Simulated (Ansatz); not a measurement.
Molecular dynamics of Cl$_{3}$HOZr

input.yaml

```yaml
crystal:
  periodic: [false, false, false]
  atoms:
    - { symbol: Zr, position_ang: [-0.102728, -0.032191, -0.076264] }
    - { symbol: O, position_ang: [-0.324562, -0.099935, 1.800802] }
    - { symbol: H, position_ang: [-0.441071, -0.135087, 2.754506] }
    - { symbol: Cl, position_ang: [2.201144, -0.005256, -0.579632] }
    - { symbol: Cl, position_ang: [-1.127412, 1.924981, -0.901499] }
    - { symbol: Cl, position_ang: [-1.112271, -1.933912, -1.038412] }
basis:
  gaussian: { orbitals: def2-SVP }
hamiltonian:
  xc: b3lyp
md:
  timestep: 2.5
  n_steps: 40
  ensemble: nvt_langevin
  temperature: 2000.0
  initial_velocities: maxwell_boltzmann
  seed: 109706
  friction: 0.001
```

Run as:

```bash
$ ansatz run input.yaml --threads 2 --pin off --max-ram 3072MiB --backend cpu --events-out ev --progress --plain --runs-dir out
```

It starts from a relaxed structure.

Output, in part (step lines, the closing report, with atoms numbered from 0):

```
md step     0: t =     0.00 fs  T =  1666.7 K  F+E_penalty+E_count = -40908.54787452 eV  E_kin = 1.292600 eV  (27 SCF iters)
md step     1: t =     2.50 fs  T =  1490.6 K  F+E_penalty+E_count = -40908.49549936 eV  E_kin = 1.156019 eV  (31 SCF iters)
md step     2: t =     5.00 fs  T =  1448.2 K  F+E_penalty+E_count = -40908.44990179 eV  E_kin = 1.123193 eV  (31 SCF iters)
md step     3: t =     7.50 fs  T =  1434.3 K  F+E_penalty+E_count = -40908.35294014 eV  E_kin = 1.112421 eV  (31 SCF iters)
md step     4: t =    10.00 fs  T =  1218.5 K  F+E_penalty+E_count = -40908.20353459 eV  E_kin = 0.944986 eV  (30 SCF iters)
md step     5: t =    12.50 fs  T =  1054.6 K  F+E_penalty+E_count = -40908.10288235 eV  E_kin = 0.817891 eV  (29 SCF iters)
md step     6: t =    15.00 fs  T =  1034.6 K  F+E_penalty+E_count = -40907.97371463 eV  E_kin = 0.802381 eV  (29 SCF iters)
md step     7: t =    17.50 fs  T =   874.3 K  F+E_penalty+E_count = -40907.83657204 eV  E_kin = 0.678111 eV  (29 SCF iters)
md step     8: t =    20.00 fs  T =   889.1 K  F+E_penalty+E_count = -40907.78889264 eV  E_kin = 0.689567 eV  (29 SCF iters)
md step     9: t =    22.50 fs  T =   837.8 K  F+E_penalty+E_count = -40907.74200943 eV  E_kin = 0.649790 eV  (29 SCF iters)
md step    10: t =    25.00 fs  T =   871.2 K  F+E_penalty+E_count = -40907.73716419 eV  E_kin = 0.675634 eV  (29 SCF iters)
md step    11: t =    27.50 fs  T =   907.0 K  F+E_penalty+E_count = -40907.80650283 eV  E_kin = 0.703410 eV  (29 SCF iters)
md step    12: t =    30.00 fs  T =  1082.4 K  F+E_penalty+E_count = -40907.88090839 eV  E_kin = 0.839436 eV  (29 SCF iters)
md step    13: t =    32.50 fs  T =  1144.7 K  F+E_penalty+E_count = -40907.94654139 eV  E_kin = 0.887822 eV  (29 SCF iters)
md step    14: t =    35.00 fs  T =  1214.8 K  F+E_penalty+E_count = -40908.04828192 eV  E_kin = 0.942125 eV  (30 SCF iters)
md step    15: t =    37.50 fs  T =  1333.1 K  F+E_penalty+E_count = -40908.06498133 eV  E_kin = 1.033888 eV  (31 SCF iters)
md step    16: t =    40.00 fs  T =  1270.8 K  F+E_penalty+E_count = -40908.02279988 eV  E_kin = 0.985599 eV  (32 SCF iters)
md step    17: t =    42.50 fs  T =  1257.9 K  F+E_penalty+E_count = -40908.06009914 eV  E_kin = 0.975599 eV  (32 SCF iters)
md step    18: t =    45.00 fs  T =  1200.6 K  F+E_penalty+E_count = -40907.97008709 eV  E_kin = 0.931146 eV  (28 SCF iters)
md step    19: t =    47.50 fs  T =  1041.9 K  F+E_penalty+E_count = -40907.78177561 eV  E_kin = 0.808027 eV  (32 SCF iters)
md step    20: t =    50.00 fs  T =   916.3 K  F+E_penalty+E_count = -40907.82324975 eV  E_kin = 0.710649 eV  (33 SCF iters)
md step    21: t =    52.50 fs  T =   787.8 K  F+E_penalty+E_count = -40907.60233070 eV  E_kin = 0.610948 eV  (33 SCF iters)
md step    22: t =    55.00 fs  T =   520.8 K  F+E_penalty+E_count = -40907.18642802 eV  E_kin = 0.403892 eV  (52 SCF iters)
md step    23: t =    57.50 fs  T =   763.5 K  F+E_penalty+E_count = -40907.50008072 eV  E_kin = 0.592165 eV  (31 SCF iters)
md step    24: t =    60.00 fs  T =  2111.3 K  F+E_penalty+E_count = -40906.11393876 eV  E_kin = 1.637472 eV  (39 SCF iters)
md step    25: t =    62.50 fs  T =  8246.8 K  F+E_penalty+E_count = -40903.19954200 eV  E_kin = 6.395895 eV  (47 SCF iters)
md step    26: t =    65.00 fs  T =  5188.9 K  F+E_penalty+E_count = -40901.23287517 eV  E_kin = 4.024274 eV  (51 SCF iters)
md step    27: t =    67.50 fs  T =  4218.8 K  F+E_penalty+E_count = -40900.68795504 eV  E_kin = 3.271944 eV  (55 SCF iters)
md step    28: t =    70.00 fs  T =  4012.9 K  F+E_penalty+E_count = -40900.51327556 eV  E_kin = 3.112224 eV  (50 SCF iters)
md step    29: t =    72.50 fs  T =  3959.4 K  F+E_penalty+E_count = -40900.45870675 eV  E_kin = 3.070764 eV  (53 SCF iters)
md step    30: t =    75.00 fs  T =  3840.1 K  F+E_penalty+E_count = -40900.44609176 eV  E_kin = 2.978234 eV  (54 SCF iters)
md step    31: t =    77.50 fs  T =  3843.6 K  F+E_penalty+E_count = -40900.44762585 eV  E_kin = 2.980909 eV  (350 SCF iters)
md step    32: t =    80.00 fs  T =  3860.1 K  F+E_penalty+E_count = -40900.45062927 eV  E_kin = 2.993746 eV  (114 SCF iters)
md step    33: t =    82.50 fs  T =  3768.3 K  F+E_penalty+E_count = -40900.44466834 eV  E_kin = 2.922525 eV  (119 SCF iters)
md step    34: t =    85.00 fs  T =  3622.6 K  F+E_penalty+E_count = -40900.42703554 eV  E_kin = 2.809582 eV  (136 SCF iters)
md step    35: t =    87.50 fs  T =  3494.5 K  F+E_penalty+E_count = -40900.40394095 eV  E_kin = 2.710208 eV  (166 SCF iters)
md step    36: t =    90.00 fs  T =  3427.5 K  F+E_penalty+E_count = -40900.38123909 eV  E_kin = 2.658212 eV  (196 SCF iters)
md step    37: t =    92.50 fs  T =  3294.3 K  F+E_penalty+E_count = -40900.36436520 eV  E_kin = 2.554922 eV  (153 SCF iters)
md step    38: t =    95.00 fs  T =  3219.5 K  F+E_penalty+E_count = -40900.35340774 eV  E_kin = 2.496932 eV  (170 SCF iters)
md step    39: t =    97.50 fs  T =  3112.2 K  F+E_penalty+E_count = -40900.34194575 eV  E_kin = 2.413668 eV  (157 SCF iters)
md step    40: t =   100.00 fs  T =  3083.7 K  F+E_penalty+E_count = -40900.32864068 eV  E_kin = 2.391605 eV  (330 SCF iters)
Total energy: -40900.32908832 eV, -1503.0593707571 hartree
Atom 0 at    -0.221700    -0.122434    -0.272710 Å, force     1.813107    -0.442852     0.525609 eV/Å
Atom 1 at    -0.029619    -0.495728     1.516371 Å, force    -0.158298     0.481143    -0.857467 eV/Å
Atom 2 at    -1.939346     1.302082    11.206662 Å, force     0.003078    -0.002344    -0.013706 eV/Å
Atom 3 at     2.176165    -0.005835    -1.177839 Å, force    -1.105023    -0.277495     0.421715 eV/Å
Atom 4 at    -0.612168     2.199014    -0.739747 Å, force    -0.434220     0.004653     0.100444 eV/Å
Atom 5 at    -1.288848    -2.228074    -0.813637 Å, force    -0.118643     0.236894    -0.176595 eV/Å
Dipole moment:    -0.647826     0.215589     1.397455 e Å
```

All steps were run. Fragments with unpaired electrons part while the orbitals are held closed-shell, so from then on the energies and the motion are artefacts of the method.

Parted: O2–H3 0.96 → 10.04 Å. It ends as Cl3OZr + H. Pairs count as bonded within 1.25 times the sum of covalent radii (0.12 Å more for H–H).

Last frame:

```xyz
6
Properties=species:S:1:pos:R:3
Zr -0.222 -0.122 -0.273
O -0.030 -0.496 1.516
H -1.939 1.302 11.207
Cl 2.176 -0.006 -1.178
Cl -0.612 2.199 -0.740
Cl -1.289 -2.228 -0.814
```

Run time: 3.7 min on 2 threads of Arm Neoverse V1, with other jobs on the host, peak memory 0.3 GiB.
